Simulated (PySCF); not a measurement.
## C2H8GeO: core ionisation energies

Compound: GeH2Me(OMe), C2H8GeO.
Z-matrix (Å and degrees, PBE0-D3(BJ)/def2-SVP geometry), rows numbered from 1:
```
Ge
H   1  1.5473
H   1  1.5469  2  109.36
C   1  1.9357  2  112.80  3  -126.15
H   4  1.0995  1  110.60  2    59.37
H   4  1.0991  1  109.74  2   -60.76
H   4  1.0990  1  109.95  2   179.65
O   1  1.7859  2  108.24  3   118.00
C   8  1.3954  1  120.10  2   -58.06
H   9  1.1085  8  112.76  1   -62.67
H   9  1.1024  8  108.77  1   178.33
H   9  1.1085  8  112.82  1    59.27
```

Method: delta-SCF UKS SCAN, pcX-2 on the ionised atom, pcseg-1 elsewhere, spin-free X2C in PySCF 2.14.0. Vertical ΔSCF values, vacuum level as zero.

Problem. What binding energy does each computed site have?

Solution. 
| atom(s) | bonded to | level | binding energy (eV) | above the level's lowest (eV) | count |
| --- | --- | --- | --- | --- | --- |
| O8 | C and Ge | O 1s | 537.36 | 0.00 | 1 |
| C9 | O and 3 H | C 1s | 292.02 | +1.57 | 1 |
| C4 | 3 H and Ge | C 1s | 290.45 | 0.00 | 1 |

The listed C 1s values span 1.57 eV, from C4 (bonded to 3 H and Ge) to C9 (bonded to O and 3 H).

Problem. What is the longest wavelength that can ionise C 1s of C4 vertically?

Solution. λ = hc/E = 12398.42 eV Å / 290.45 eV = 42.687 Å.

Problem. Which photon energy gives electrons from C 1s of C4 a kinetic energy of 100 eV, and what is their de Broglie wavelength?

Solution. hν = 290.45 + 100 = 390.45 eV, recoil neglected; λ = 12.264 Å/√(E/eV) = 1.23 Å.

No level of germanium is listed. One conformer (not necessarily the lowest) at the PBE0-D3(BJ)/def2-SVP geometry, without solvent, vibrations or thermal averaging.

On one thread, Intel Xeon at 2.50 GHz (x86_64), no GPU, shared host with 64 logical CPUs at a one-minute load of 64, this took 47 s of wall time and 0.45 GiB of memory at its peak.
